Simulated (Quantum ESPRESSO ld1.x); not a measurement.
Results of a calculation; reference values are marked as such.
One sound ld1.x (Quantum ESPRESSO 7.5) input for the chlorine ion Cl2+ gives E = -459.299 hartree in 19 iterations:

```
 &input
    zed=17.0,
    iswitch=1,
    rel=1,
    dft='PBESOL',
    config='[Ne] 3s2 3p3',
    verbosity='high',
    prefix='ld1',
    max_out_wfc=37,
    file_charge='ld1.rho',
 /
```

Changed or added lines, one case at a time, and what came of them:

- tr2=1e-30: usable despite the warning. The threshold lies below the rounding noise, so the cycle runs to its limit and warns, but the energy differs from the sound run by less than 1e-5 hartree.
- noscf=.true.: ran as typed. With noscf the program prints the levels of a bare nucleus, with no screening and no total energy; they are not those of the atom.
- lsd=1 dft='PBE': silently wrong. The run ends normally, but in this build (ld1.x 7.5) Etot and Exc of a spin-polarised run lack the gradient corrections of exchange and correlation and come out near their LSDA values (nitrogen, PBE: -54.132 hartree against -54.536 from two other codes). The eigenvalues and orbitals are those of the GGA; the energies must not be used.
- config='[Ne] 3s2 3p3 8s1': refused. The program stops in el_config with "wrong main quantum number": the config string takes n from 1 to 7 alone.
- iswitch=0: refused. The program stops in ld1_readin with "wrong iswitch": iswitch takes 1 to 4.
- config='[Ne] 3s2 3p': refused. The program stops in el_config with "no occupancy field?": each term needs its occupation.
- dft='HF': refused. The program stops in ld1_setup with "HF not implemented yet": ld1.x has no Hartree-Fock; KLI and OEP are its exact-exchange options.
